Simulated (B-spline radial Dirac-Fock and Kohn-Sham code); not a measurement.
## Compton profile of Cl³⁺

System: Cl³⁺ in the configuration [Ne] 3s2 3p2.

Input file task.json (cfg lists n, l and occupation; rrms is the nuclear radius in fm):

```json
{"items": [{
  "Z": 17,
  "q": 3,
  "cfg": [[1, 0, 2], [2, 0, 2], [2, 1, 6], [3, 0, 2], [3, 1, 2]],
  "A": 35,
  "rrms": 3.3654,
  "do": ["scatter"],
  "s": [0.0, 0.05, 0.1, 0.15, 0.2, 0.25, 0.3, 0.35, 0.4, 0.45, 0.5, 0.6, 0.7, 0.8, 0.9, 1.0, 1.1, 1.2, 1.4, 1.6, 1.8, 2.0, 2.5, 3.0, 3.5, 4.0, 5.0, 6.0],
  "pz": [0, 0.1, 0.15, 0.21, 0.31, 0.44, 0.64, 0.93, 1.4, 2.0, 2.9, 4.1, 6.0, 8.7, 13.0, 18.0, 27.0, 39.0, 56.0, 82.0, 120.0],
  "hv_scatter": [2000, 5000, 8047.8, 20000, 50000, 100000, 200000, 500000]
}]}
```

Run with: `python xray_run.py task.json out`

Model: the impulse approximation on Dirac-Fock orbitals of the configuration average with a finite nucleus. Program: a radial atomic solver. pz is in atomic units of momentum; subshell profiles are per electron, for a selection of subshells; open shells are spread over both j values by their weights.

```
  pz    J total   J 2s1/2   J 2p1/2   J 2p3/2   J 3p3/2
   0      3.190     0.211     0.111     0.112     0.388
 0.1      3.170     0.211     0.111     0.112     0.388
0.15      3.146     0.210     0.111     0.112     0.388
0.21      3.104     0.210     0.111     0.112     0.387
0.31      3.007     0.208     0.111     0.112     0.385
0.44      2.837     0.204     0.111     0.112     0.377
0.64      2.509     0.196     0.111     0.112     0.347
0.93      2.005     0.181     0.111     0.111     0.269
 1.4      1.398     0.150     0.108     0.109     0.126
   2      1.034     0.107     0.101     0.101    0.0310
 2.9     0.7518    0.0538    0.0826    0.0827   0.00675
 4.1     0.4685    0.0171    0.0540    0.0539   0.00599
   6     0.2212   0.00422    0.0227    0.0224   0.00292
 8.7    0.09428   0.00364   0.00605   0.00594  0.000751
  13    0.03387   0.00199  0.000878  0.000852  0.000103
  18    0.01231  0.000709  0.000133  0.000127  1.48e-05
  27   0.002519  0.000124  9.34e-06  8.67e-06    < 1e-6
  39  0.0004499  1.96e-05    < 1e-6    < 1e-6    < 1e-6
  56  6.936e-05  2.80e-06    < 1e-6    < 1e-6    < 1e-6
```

J(0) = 3.190. The 3s1/2 subshell gives the largest part, 38 %.

Mean momentum ⟨p⟩ by subshell (a.u.): 1s1/2 14.1, 2s1/2 4.30, 2p1/2 5.73, 2p3/2 5.70, 3s1/2 1.61, 3p1/2 1.86, 3p3/2 1.86.

Values without a named source are computed, but for edge energies of neutral atoms, which are taken from tables.
